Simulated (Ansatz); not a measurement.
Born–Oppenheimer molecular dynamics of H₆O₃Si₂ (11 atoms, charge 0, multiplicity 1). It starts from a relaxed structure.

Theory: RKS PBE0-D4/STO-3G in Ansatz 0.2.0.

```
ensemble                      : NVE (velocity Verlet)
time step                     : 1 fs
steps asked                   : 150
starting velocities drawn for : 1000 K
seed                          : 409917
```

First frame:

```xyz
11
Properties=species:S:1:pos:R:3
Si -0.048 -0.132 0.191
Si 0.035 0.036 2.442
H -1.251 -0.276 3.021
H 1.000 -0.885 2.991
H 0.399 1.371 2.850
O 1.496 0.040 -0.517
H 1.470 -0.622 -1.287
O -1.105 1.109 -0.317
H -1.038 1.105 -1.331
O -0.555 -1.621 -0.485
H -1.496 -1.773 -0.139
```

(1) How far do the bonds stretch over the last three quarters of this one trajectory? (Pairs bonded in most of those frames.)

Answers

(1) 
```tsv
bond	mean (Å)	spread (Å)	shortest	longest
Si1–Si2	2.267	0.049	2.18	2.34
Si1–O6	1.716	0.041	1.65	1.79
Si1–O8	1.709	0.011	1.68	1.73
Si1–O10	1.724	0.059	1.62	1.81
Si2–H3	1.446	0.033	1.40	1.50
Si2–H4	1.445	0.021	1.41	1.48
Si2–H5	1.451	0.045	1.38	1.52
O6–H7	1.023	0.033	0.97	1.07
O8–H9	1.032	0.072	0.92	1.13
O10–H11	1.017	0.009	0.99	1.03
```

Mean temperature of the second half: 497 K. The conserved energy stayed within 4.7 meV per atom of its start (net change 3.7 meV per atom), so there is no drift, though single steps change it by up to 39 meV in the whole system, a sign of fast motions only just resolved. Over the second half the temperature averaged 0.50 of the 1000 K drawn at the start: a run that starts near a minimum puts about half its kinetic energy into the potential. A run of 0.15 ps of so small a system gives no equilibrium averages. Limits of this set-up: minimal basis.

The run took 6.1 min on 1 thread of Arm Neoverse V1 (shared host), peak memory 0.11 GiB.
